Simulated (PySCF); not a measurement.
# Two-component Hartree-Fock for Ce²⁺ (cerium, charge +2)

Start: [Xe] 4f2; 4f5/2 filled at m_j = +3/2, +5/2. Calculated with PySCF 2.14 in x2c-QZVPPall-2c (16s16p12d6f4g1h, 213 functions): generalised Hartree-Fock with the X2C-1e Hamiltonian and a Gaussian nucleus; one run each with spin-orbit coupling (SO) switched off, then screened by Boettger's factors.

```
spinor shell  electrons  ε, spin-free (eV)  ε, screened SO (eV)  weight of nominal j (screened SO)  rms radius, screened SO (bohr)
       1s1/2          2           -40649.9             -40644.5                              1.000                          0.0280
       2s1/2          2            -6623.2              -6621.5                              1.000                           0.114
       2p1/2          2            -5925.7              -6238.2                              1.000                          0.0979
       2p3/2          4            -5925.7              -5787.9                              1.000                           0.104
       3s1/2          2            -1475.8              -1475.2                              1.000                           0.296
       3p1/2          2            -1248.9              -1311.9                              1.000                           0.288
       3p3/2          4            -1248.9              -1220.7                              1.000                           0.301
       3d3/2          4            -926.62              -938.14                              1.000                           0.272
       3d5/2          6            -926.62              -918.29                              1.000                           0.276
       4s1/2          2            -322.28              -322.07                              1.000                           0.678
       4p1/2          2            -245.64              -259.77                              0.995                           0.703
       4d3/2          4            -132.20              -135.92                              0.898                           0.805
       4d5/2          6            -132.20              -129.50                              0.932                           0.812
       5s1/2          2            -59.389              -59.344                              1.000                            1.67
       5p1/2          2            -38.423              -40.697                              0.951                            1.86
       5p3/2          4            -38.423              -37.377                              0.975                            1.95
       4f5/2          2            -21.404              -21.446                              0.891                            1.28
```

Question: Where does 4p3/2 lie, and what is the 4p spin-orbit splitting (screened SO)?

Answer: At -239.16 eV, 20.611 eV above 4p1/2.

```json
{"quantity": "E (hartree)", "spin-free": "-8854.04005", "screened SO": "-8857.91531"}
{"quantity": "M_J", "spin-free": "4", "screened SO": "4"}
{"quantity": "⟨J²⟩", "spin-free": "22.013", "screened SO": "20.986"}
{"quantity": "⟨L²⟩", "spin-free": "30.011", "screened SO": "29.793"}
{"quantity": "⟨S²⟩", "spin-free": "2.002", "screened SO": "1.993"}
```

The determinant has a definite M_J but mixes levels of different J.

Each row is a mean over spinors that exchange with the open shell spreads, by up to 7.848 eV (4d3/2).

Rows whose weight is well below 1 are mixtures of j = l ± 1/2: exchange outweighs spin-orbit coupling there, and the label is only the starting occupation.

Breit and QED terms are absent; they matter most for the inner s and p1/2 levels.

Densities and radii are taken from the X2C orbitals without a picture-change correction, which distorts them close to the nucleus.

Without spin-orbit coupling the j labels of p, d and f shells carry no meaning; the spin-free column gives the mean over the occupied spinors of each nl shell, and its ⟨J²⟩ belongs to a mixture of degenerate components.
